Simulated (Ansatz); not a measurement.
Cost and result up the ladder for `CCOCOCOCOCOCOC` (32 atoms). Total charge 0; singlet. Geometry: PBE-D4/def2-SVP.

```tsv
atom	x (Å)	y (Å)	z (Å)
C1	4.121	2.454	-1.230
C2	3.205	1.414	-0.595
O3	3.280	1.425	0.836
C4	2.505	2.372	1.504
O5	1.279	1.872	2.021
C6	0.151	1.953	1.196
O7	0.148	1.021	0.125
C8	0.066	-0.328	0.551
O9	-1.216	-0.657	1.045
C10	-2.197	-0.767	0.031
O11	-2.027	-1.924	-0.760
C12	-2.400	-3.120	-0.089
O13	-3.783	-3.260	0.056
C14	-4.465	-3.456	-1.171
H15	3.810	3.488	-0.971
H16	5.168	2.317	-0.890
H17	4.098	2.368	-2.336
H18	3.522	0.393	-0.895
H19	2.152	1.532	-0.931
H20	3.081	2.684	2.400
H21	2.296	3.266	0.862
H22	-0.721	1.775	1.860
H23	0.073	2.951	0.706
H24	0.778	-0.520	1.380
H25	0.322	-0.938	-0.340
H26	-2.144	0.092	-0.670
H27	-3.174	-0.783	0.559
H28	-1.979	-3.139	0.939
H29	-1.964	-3.941	-0.704
H30	-4.316	-2.605	-1.871
H31	-5.543	-3.551	-0.939
H32	-4.125	-4.389	-1.682
```

Ansatz on 4 threads of AMD EPYC 7R43 on a shared host. Times are rough, and most runs start from the orbitals of an earlier one. PBE0-D4/def2-TZVP serves as the yardstick here, not as an exact answer. Differences are given only for rows in sets of like size (and for xTB, whose basis is part of the method), since another set adds its own error. Binding counts from free atoms at the same level (C triplet, O triplet, H doublet; other spins of the atoms weren't run), without zero-point energy or a counterpoise term.

B3LYP takes the VWN-RPA correlation. Correlated methods freeze 14 core orbitals. The rows differ in basis, and correlated rows in double-zeta sets carry the largest basis error.

Correlated methods converge slowly with the basis, most of all in double-zeta sets.

```json
{"level": "PBE-D4/def2-SVP", "functions": "286", "binding energy per atom (eV)": "4.30", "difference from PBE0-D4/def2-TZVP (eV)": "–"}
{"level": "PBE0-D4/def2-SVP", "functions": "286", "binding energy per atom (eV)": "4.20", "difference from PBE0-D4/def2-TZVP (eV)": "–"}
{"level": "B3LYP-D4/6-31G", "functions": "162", "binding energy per atom (eV)": "3.95", "difference from PBE0-D4/def2-TZVP (eV)": "–"}
{"level": "HF/STO-3G", "functions": "88", "binding energy per atom (eV)": "3.40", "difference from PBE0-D4/def2-TZVP (eV)": "–"}
{"level": "PBE0-D4/def2-TZVP", "functions": "542", "binding energy per atom (eV)": "4.14", "difference from PBE0-D4/def2-TZVP (eV)": "0.00"}
{"level": "HF/6-31G", "functions": "162", "binding energy per atom (eV)": "2.63", "difference from PBE0-D4/def2-TZVP (eV)": "–"}
{"level": "MP2/def2-SVP", "functions": "286", "binding energy per atom (eV)": "4.00", "difference from PBE0-D4/def2-TZVP (eV)": "–"}
{"level": "PBE-D4/def2-TZVP (with forces)", "functions": "542", "binding energy per atom (eV)": "4.24", "difference from PBE0-D4/def2-TZVP (eV)": "0.10"}
{"level": "r2SCAN-D4/def2-TZVP (with forces)", "functions": "542", "binding energy per atom (eV)": "4.13", "difference from PBE0-D4/def2-TZVP (eV)": "0.00"}
```

(1) Estimate how long each takes.

Results:

(1) HF/STO-3G 1.5 s; HF/6-31G 3.4 s; B3LYP-D4/6-31G 6.5 s; PBE-D4/def2-SVP 8 s; PBE0-D4/def2-SVP 15 s; MP2/def2-SVP 15 s; PBE-D4/def2-TZVP (with forces) 24 s; r2SCAN-D4/def2-TZVP (with forces) 36 s; PBE0-D4/def2-TZVP 48 s. On shared hardware such times vary by a factor of up to 3.
